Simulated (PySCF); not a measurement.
Orbital picture of NaSn

PBE0 at R = 2.912 Å; Na x2c-SVPall, Sn x2c-SVPall; spin-free X2C with a Gaussian nucleus (PySCF 2.14). State: ⁴Σ⁻ (quartet), unpaired electrons σ ↑, π ↑↑. Only the outer orbitals are listed, counted within each symmetry.

```csv
spin,orbital,occ.,ε (eV),on Na (%),main shells (%)
α,13σ,1,-11.26,4,96 Sn s
α,14σ,1,-4.77,32,"66 Sn p, 31 Na s"
α,7π,1,-4.04,9,91 Sn p
α,7π,1,-4.04,9,91 Sn p
α,15σ,0,-1.68,83,"57 Na s, 26 Na p, 17 Sn p"
α,8π,0,0.16,92,92 Na p
α,8π,0,0.16,92,92 Na p
β,13σ,1,-9.11,5,94 Sn s
β,14σ,0,-2.08,61,"60 Na s, 38 Sn p"
β,7π,0,-0.86,21,"79 Sn p, 20 Na p"
β,7π,0,-0.86,21,"79 Sn p, 20 Na p"
```

Problem. Which are the highest filled and the lowest empty level, where do they sit, and how wide is the gap?

Solution. Highest filled α 7π at -4.04 eV (in %: 91 Sn p); lowest empty β 14σ at -2.08 eV (in %: 60 Na s, 38 Sn p); the gap at PBE0 is 1.96 eV.

```
bond order (Mayer)                               : 0.92
⟨S²⟩                                             : 3.751
charge on Na (Mulliken, basis-dependent)         : 0.40
charge on Na (Löwdin, basis-dependent)           : 0.15
dipole moment (positive dipole means Na(−)Sn(+)) : -6.90 D
polarisability along the bond                    : 165.6 bohr³
polarisability across the bond                   : 79.3 bohr³
```

Spin–orbit coupling is left out. The state is the lowest determinant that a PBE0 search found; another state may lie lower at other levels.
